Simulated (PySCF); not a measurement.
SiH₃Cl, SMILES [SiH3]Cl. Atoms are numbered in the order given.

```xyz
5

Si     0.0000     0.0000    -0.9919
Cl     0.0000     0.0000     1.0744
H      1.2122     0.6999    -1.4596
H     -1.2122     0.6999    -1.4596
H      0.0000    -1.3997    -1.4596
```

Geometry optimised at B3LYP-D3(BJ)/def2-TZVP. The isomer is the one that the SMILES or the coordinates give; other isomers of the formula were not compared.

Method: PBE/pcJ-1 in PySCF.

Isotropic couplings with Fermi-contact, spin-dipole and both spin-orbit terms, one fixed conformer, no vibrational averaging. Isotopes: 1H, 29Si.

Computed spin–spin coupling constants:
| pair | bonds apart | J (Hz) |
|---|---|---|
| Si1–H3 | 1 | -222.4 |
| Si1–H4 | 1 | -222.4 |
| Si1–H5 | 1 | -222.5 |
| H3–H4 | 2 | 9.5 |
| H3–H5 | 2 | 9.5 |
| H4–H5 | 2 | 9.5 |
